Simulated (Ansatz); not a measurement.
## Worked example: C2H2 + InH(OH) → C2H + InH2(OH)

Species: C2H2 (acetylene) `C#C`, singlet; InH(OH), doublet; C2H `[C]#C`, doublet; InH2(OH), singlet. A radical takes H: the energy is the difference in strength between the C–H bond broken and the In–H bond made.

Shapes, held fixed at every level: PBE0-D4/def2-TZVP. Flexible molecules stand in one conformer, not always the lowest. Programs: Ansatz 0.2.0. The zero-point and thermal change to 298 K, harmonic and unscaled (PBE0-D4/def2-TZVP), is -10.8 kJ/mol.

At B2PLYP/def2-TZVPP; 1 Eh = 2625.50 kJ/mol:

```
 species  energy (Eh)
    C2H2   -77.292867
 InH(OH)  -266.311215
     C2H   -76.570478
InH2(OH)  -266.922725
```

Question: Work out ΔH(298 K) of the reaction at this level.

Answer: 
1. Products less reactants: (-76.570478) + (-266.922725) − [(-77.292867) + (-266.311215)] = 0.110879 Eh = +291.1 kJ/mol.
2. With the thermal change: +291.1 + (-10.8) = +280.3 kJ/mol.

Other levels give +212.8 (HF/def2-SVP) to +282.6 kJ/mol (PBE-D4/def2-TZVPP). No measured value is set beside it here. Spin contamination: C2H (⟨S²⟩ up to 1.11). Open shells run unrestricted. For atoms past krypton def2 sets carry core potentials with scalar relativity. Outer-core shells of In are correlated, in sets that cover them unevenly.
